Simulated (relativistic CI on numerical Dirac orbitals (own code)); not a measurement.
# Spin-allowed bands of a d2 ion in an octahedral site, by hand

Problem. Take Δ = 22500 cm⁻¹ and B = 760 cm⁻¹ for a d2 ion in an octahedral site. Calculate the three spin-allowed bands.

Working.
1. The terms of highest spin are 3F (energy 0) and 3P (15B = 11400 cm⁻¹). Here the F term splits into A2 at +1.2Δ = 27000, T2 at +0.2Δ = 4500 and T1 at −0.6Δ = -13500 cm⁻¹.
2. The two T1 states mix through the element 0.4Δ: H = [[-13500, 9000], [9000, 11400]], with roots ½(H₁₁ + H₂₂) ∓ ½√[(H₂₂ − H₁₁)² + 4H₁₂²] = ½(-2100) ∓ ½(30725) = -16412 and 14312 cm⁻¹.
3. The ground term is 3T1 at -16412 cm⁻¹.
4. Bands: 3T2 20912 cm⁻¹ (478 nm), 3T1(P) 30725 cm⁻¹ (325 nm), 3A2 43412 cm⁻¹ (230 nm).

Check. Exact diagonalisation of the whole d2 shell with these parameters gives 3T2 20912, 3T1 30725, 3A2 43412 cm⁻¹. The match is exact, since without spin-orbit coupling no other term has this spin. The ratio of the second band to the first, 1.469, depends on Δ/B = 29.6 alone, which is how a Tanabe-Sugano diagram is read.
